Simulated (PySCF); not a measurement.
**Correlation energy of K (potassium, neutral)**

[Ar] 3d1, 2D determinant (an excited configuration). Calculation: PySCF 2.14, in x2c-TZVPPall; scalar relativity by spin-free X2C-1e. Frozen: [Ne]; 9 electrons correlated.

| level | correlation energy (mhartree) |
| --- | --- |
| CCSD | -164.79 |
| (T) | -1.85 |
| CCSD(T) | -166.64 |
| CCSDT | -166.78 |

Diagnostics: T1 = 0.0026, D1 = 0.0069, largest double amplitude 0.024.

Cost of the coupled-cluster step: about 0.5 core-seconds, for 9 correlated electrons.

Iterations:

```
CC2 = 0
CCSD nocc = (np.int64(5), np.int64(4)), nmo = (28, 28)
frozen orbitals [[0, 1, 2, 3, 4], [0, 1, 2, 3, 4]]
max_cycle = 100
direct = 0
conv_tol = 1e-08
conv_tol_normt = 1e-06
diis_space = 8
diis_start_cycle = 0
Init t2, MP2 energy = -0.15311188626369
Init E_corr(UCCSD) = -0.153111886274255
cycle = 1  E_corr(UCCSD) = -0.163175077024784  dE = -0.0100631908  norm(t1,t2) = 0.0203901
cycle = 2  E_corr(UCCSD) = -0.164398139409388  dE = -0.00122306238  norm(t1,t2) = 0.00553261
cycle = 3  E_corr(UCCSD) = -0.164805823196329  dE = -0.000407683787  norm(t1,t2) = 0.0020316
cycle = 4  E_corr(UCCSD) = -0.164790919430739  dE = 1.49037656e-05  norm(t1,t2) = 0.000414075
cycle = 5  E_corr(UCCSD) = -0.164786437401329  dE = 4.48202941e-06  norm(t1,t2) = 0.000105948
cycle = 6  E_corr(UCCSD) = -0.164787440502263  dE = -1.00310093e-06  norm(t1,t2) = 1.89249e-05
cycle = 7  E_corr(UCCSD) = -0.164787437719296  dE = 2.78296761e-09  norm(t1,t2) = 3.32692e-06
cycle = 8  E_corr(UCCSD) = -0.164787436459781  dE = 1.25951491e-09  norm(t1,t2) = 5.07417e-06
cycle = 9  E_corr(UCCSD) = -0.16478741471695  dE = 2.17428307e-08  norm(t1,t2) = 6.70396e-06
cycle = 10  E_corr(UCCSD) = -0.164787415950782  dE = -1.23383151e-09  norm(t1,t2) = 1.93384e-07
UCCSD converged
E(UCCSD) = -601.488360286382  E_corr = -0.1647874159507815
UCCSD(T) correction = -0.00184902010598578
```

This basis was not built for core-valence correlation, so the inner-shell part is incomplete.
